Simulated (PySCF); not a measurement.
Computed IR spectrum (relative IR intensity) of a molecule C₂H₁₀N₂Si₂. Coordinates come from a PBE-D3(BJ)/def2-SVP optimisation. Other conformers were not sampled. Method: PBE-D3(BJ)/def2-SVP (PySCF 2.14.0). Frequencies are harmonic and unscaled.

Lines under 2 % of the strongest are left out, and lines within 2 cm⁻¹ are merged.

ν (cm⁻¹): 242 (vw), 294 (m), 339 (s), 353 (m), 417 (m), 468 (m), 492 (w), 569 (w), 623 (w), 675 (vw), 683 (w), 713 (w), 745 (w), 780 (m), 815 (m), 846 (m), 857 (s), 899 (s), 919 (m), 947 (m), 971 (s), 1091 (w), 1135 (w), 1170 (w), 1311 (w), 1328 (vw), 1481 (m), 2113 (vs), 2145 (s), 2151 (s), 2892 (m), 2976 (w), 3492 (w), 3505 (w), 3595 (w) (against the strongest line: vs over 80 %, s over 45 %, m over 15 %, w over 4 %, vw less)

**Question.** Which molecule gave these data?
A) C[Si@H]1NC[Si@@H]1N
B) NC[Si@H]1NC[SiH2]1
C) C/C(=N\[SiH3])[SiH2]N
D) N[Si@@H]1C[SiH2]CN1

**Answer.** D, N[Si@@H]1C[SiH2]CN1
